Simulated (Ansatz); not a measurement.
Consider the silylene formation by 1,1-elimination: `C[CH]([SiH3])[InH2]` → `C[CH2][InH2]` + `[SiH2]`.

Computed with Ansatz on PBE0-D4/def2-TZVP structures; ΔE is electronic, products minus reactants. CCSD(T)/CBS adds triple-zeta CCSD(T) − MP2 to the extrapolated MP2 energy (def2 sets, frozen cores). This one scheme is used for every species. DFT in def2-TZVPP. def2 core potentials past Kr. For In outer-core shells are correlated without core-valence functions, which leaves a few kJ/mol of doubt a bond.

| level | ΔE (kcal/mol) | difference from CCSD(T)/CBS |
| --- | --- | --- |
| LDA (SPW92) | 64.9 | 6.2 |
| BHLYP-D4 | 58.5 | -0.2 |
| ωB97X-V | 59.7 | 1.0 |
| BLYP | 48.4 | -10.3 |
| r2SCANh | 61.7 | 3.0 |
| r2SCAN0 | 61.8 | 3.1 |
| CAM-B3LYP | 55.1 | -3.6 |
| LC-ωPBE | 60.9 | 2.2 |
| CCSD/def2-TZVPP | 54.9 | -3.8 |
| HF/def2-QZVPP | 51.1 | -7.6 |
| CCSD(T)/CBS | 58.7 | 0 |

Largest T1 diagnostic among the species: 0.014.

Leaving LDA and LC-ωPBE aside and taking each functional with its dispersion term where it has one, the values, not all of them listed here, spread over 8.9 kcal/mol, from BLYP-D4 to r2SCAN0-D4. LDA lies +9.1 kcal/mol from PBE without D4. From PBE to PBE0 (25 % exact exchange), in def2-TZVPP and without D4, ΔE moves by +2.2 kcal/mol.

CCSD(T)/CBS has its own doubt, a few kJ/mol and more with outer-core shells, so smaller differences from it don't rank the levels.
